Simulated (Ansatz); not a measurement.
def2 core potentials replace the inner electrons of Bi.

Cartesian coordinates (Å):
SMILES: [Bi]([OH])[OH]
```xyz
5

O      1.4216    -0.2215    -0.3375
Bi    -0.1155     1.1446    -0.7600
O     -1.6316     0.0791     0.2220
H      1.6858    -0.1550     0.5891
H     -1.3602    -0.8472     0.2864
```
Charge 0, spin multiplicity 2.

Computed with Ansatz (a quantum-chemistry and plane-wave program) with frozen-core CCSD(T)/def2-TZVPP // PBE0-D3(BJ)/def2-SVP.

The HF energy is -364.52560 Ha and the MP2 correlation energy is -0.91131 Ha.

Task: Estimate the CCSD correlation energy, the (T) correction, the total energy and the T1 diagnostic.

Result: 
* **CCSD correlation energy**: -0.88196 Ha
* **(T) correction**: -0.02927 Ha
* **CCSD(T) total energy**: -365.43683 Ha
* **T1 diagnostic**: 0.017
